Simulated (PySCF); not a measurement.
B(Vi)(OH)2, C₂H₅BO₂, SMILES C=CB(O)O (B3LYP/def2-SVP optimised geometry):

```
10

B     -0.886    -0.076     0.000
C      0.682    -0.076     0.000
C      1.416     1.047     0.006
H      1.223    -1.034    -0.004
H      2.512     1.036     0.006
H      0.935     2.031     0.010
O     -1.554     1.112     0.000
H     -2.512     0.986     0.001
O     -1.630    -1.229     0.000
H     -1.097    -2.031     0.001
```

Calculation: PySCF with B3LYP/def2-TZVP.

Q: What are the frontier orbital energies and the dipole moment?

A: HOMO-2 -8.96 eV, HOMO-1 -8.95 eV, HOMO -7.63 eV, LUMO -0.98 eV, LUMO+1 0.41 eV; dipole moment 1.29 D.

On the same geometry PBE/def2-TZVP run with PySCF gives HOMO-2 -7.62 eV, HOMO-1 -7.54 eV, HOMO -6.72 eV, LUMO -1.73 eV, LUMO+1 -0.05 eV; dipole moment 1.25 D.

Meta-Löwdin charges at B3LYP/def2-TZVP: B1 0.44, C2 -0.24, C3 -0.19, H4 0.10, H5 0.12, H6 0.12, O7 -0.52, H8 0.35, O9 -0.54, H10 0.35.
